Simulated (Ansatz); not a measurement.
Two structures, one formula

The two ends of one reaction step of SiH$_{3}$OF$_{3}$, closed shell (PBE0-D4/def2-TZVP).

A:

Si1  (0.685, -0.636, 0.046)
O2  (-0.499, -0.646, -1.037)
F3  (1.802, -1.693, -0.281)
F4  (0.058, -0.982, 1.438)
F5  (1.401, 0.760, 0.144)
H6  (-1.804, 1.598, 0.654)
H7  (-1.329, 2.062, 0.996)
H8  (-0.313, -0.463, -1.959)
(Å)

B:

Si1  (0.468, -0.175, 0.929)
O2  (-1.090, 0.324, -1.249)
F3  (0.644, -1.449, 0.011)
F4  (1.356, -0.464, 2.207)
F5  (1.140, 1.078, 0.238)
H6  (-0.667, 1.065, -1.691)
H7  (-0.898, 0.053, 1.379)
H8  (-0.952, -0.432, -1.825)
(Å)

Program: Ansatz 0.2.0. Basis: def2-TZVPP. Cores are frozen in the correlated methods. B3LYP uses VWN-RPA correlation.

Which structure is lower at CCSD(T), and by how much? (Judge from chemistry; the value comes from the calculation.)

The calculation gives: A, by 0.767 eV (electronic energy, against the other). By their contacts, A is a complex of SiHOF₃ ([OH][Si]([F])([F])[F]) + H₂ and B is a complex of SiHF₃ ([F][SiH]([F])[F]) + H₂O.

All methods give the same order:

| method | E(B) − E(A) (eV) |
| --- | --- |
| SPW92 | 0.615 |
| PBE-D4 | 0.666 |
| BLYP-D4 | 0.723 |
| r2SCAN-D4 | 0.794 |
| B97M-V | 0.798 |
| PBE0-D4 | 0.700 |
| B3LYP-D4 | 0.741 |
| r2SCAN0-D4 | 0.792 |
| BHLYP-D4 | 0.766 |
| CAM-B3LYP-D4 | 0.739 |
| wB97X-V | 0.725 |
| wB97M-V | 0.731 |
| B2PLYP | 0.765 |
| PBE-QIDH | 0.757 |
| RPA on PBE | 0.748 |
| HF | 0.841 |
| MP2 | 0.804 |
| CCSD | 0.766 |
| CCSD(T) | 0.767 |

No T1 diagnostic of these runs exceeds 0.012.

Labels in which every atom is bracketed show which atoms are joined, not bond orders.

For scale, one of the runs: CCSD(T)/def2-TZVPP, 208 basis functions, launched by `ansatz run in.yaml --threads 4 --pin off --events-out ev --progress --plain --max-ram 9574MiB`. Hardware: 4 CPU threads of an Intel Xeon, shared host. Wall time 2.4 min; peak host memory 3.1 GiB.
